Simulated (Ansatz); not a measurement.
Relaxation of CH5AlBrClSi (10 atoms, charge 0, multiplicity 1), to a largest force component of 0.02 eV/Å in at most 50 steps.

Theory: Ansatz, RKS PBE-D4/def2-SVP.

```xyz
10
Properties=species:S:1:pos:R:3:forces:R:3
Si -1.829 -0.399 0.130 -1.13 2.29 -0.15
Al 0.329 -0.034 0.875 0.01 -0.18 -3.21
C 1.749 0.330 -0.455 -1.79 -0.73 0.56
Cl 1.973 -1.025 -1.578 0.88 -0.18 0.29
Br 1.375 1.938 -1.436 0.03 0.17 0.48
H -2.753 0.684 0.708 0.01 -0.39 -0.13
H -1.877 -0.237 -1.344 0.06 -0.06 -0.40
H -2.303 -1.675 0.509 -0.69 -1.75 0.51
H 0.671 -0.085 2.478 0.77 -0.14 0.28
H 1.454 0.419 1.824 1.86 0.97 1.77
```

Task: Where does it end, and by what steps?

Result: It converged. After 21 steps the energy has fallen by 2.836 eV; Cl4 moved furthest, 2.64 Å. Parted: Al2–H9, Al2–H10. Joined: H9–H10.

```json
{"step": "0", "energy less start (eV)": "0.0000", "largest force component (eV/Å)": "3.213", "accepted": "yes"}
{"step": "1", "energy less start (eV)": "-0.8598", "largest force component (eV/Å)": "1.247", "accepted": "yes"}
{"step": "2", "energy less start (eV)": "-1.2592", "largest force component (eV/Å)": "0.769", "accepted": "yes"}
{"step": "3", "energy less start (eV)": "-1.5332", "largest force component (eV/Å)": "0.766", "accepted": "yes"}
{"step": "4", "energy less start (eV)": "-1.7768", "largest force component (eV/Å)": "0.701", "accepted": "yes"}
{"step": "5", "energy less start (eV)": "-1.9438", "largest force component (eV/Å)": "0.580", "accepted": "yes"}
{"step": "6", "energy less start (eV)": "-2.0815", "largest force component (eV/Å)": "0.478", "accepted": "yes"}
{"step": "7", "energy less start (eV)": "-2.2010", "largest force component (eV/Å)": "0.396", "accepted": "yes"}
{"step": "8", "energy less start (eV)": "-2.3113", "largest force component (eV/Å)": "0.365", "accepted": "yes"}
{"step": "9", "energy less start (eV)": "-2.4240", "largest force component (eV/Å)": "0.304", "accepted": "yes"}
{"step": "10", "energy less start (eV)": "-2.5245", "largest force component (eV/Å)": "0.353", "accepted": "yes"}
{"step": "11", "energy less start (eV)": "-2.6124", "largest force component (eV/Å)": "0.283", "accepted": "yes"}
{"step": "12", "energy less start (eV)": "-2.6865", "largest force component (eV/Å)": "0.268", "accepted": "yes"}
{"step": "13", "energy less start (eV)": "-2.7335", "largest force component (eV/Å)": "0.417", "accepted": "yes"}
{"step": "14", "energy less start (eV)": "-2.7825", "largest force component (eV/Å)": "0.472", "accepted": "yes"}
{"step": "15", "energy less start (eV)": "-2.8084", "largest force component (eV/Å)": "0.250", "accepted": "yes"}
{"step": "16", "energy less start (eV)": "-2.8247", "largest force component (eV/Å)": "0.227", "accepted": "yes"}
{"step": "17", "energy less start (eV)": "-2.8315", "largest force component (eV/Å)": "0.081", "accepted": "yes"}
{"step": "18", "energy less start (eV)": "-2.8344", "largest force component (eV/Å)": "0.058", "accepted": "yes"}
{"step": "19", "energy less start (eV)": "-2.8352", "largest force component (eV/Å)": "0.034", "accepted": "yes"}
{"step": "20", "energy less start (eV)": "-2.8355", "largest force component (eV/Å)": "0.104", "accepted": "yes"}
{"step": "21", "energy less start (eV)": "-2.8364", "largest force component (eV/Å)": "0.014", "accepted": "yes"}
```

```xyz
10
Properties=species:S:1:pos:R:3
Si -2.034 -0.224 0.249
Al 0.324 -0.856 0.007
C 1.609 0.415 -0.590
Cl 3.229 0.708 -0.037
Br 1.285 1.068 -2.374
H -2.236 1.038 1.048
H -2.593 -0.011 -1.134
H -2.834 -1.319 0.905
H 1.052 -0.848 1.879
H 0.987 -0.056 1.755
```

Whether the end is a true minimum wasn't checked by a vibrational analysis.

The run took 92 s on 2 threads of Arm Neoverse V1 (shared host), peak memory 0.19 GiB.
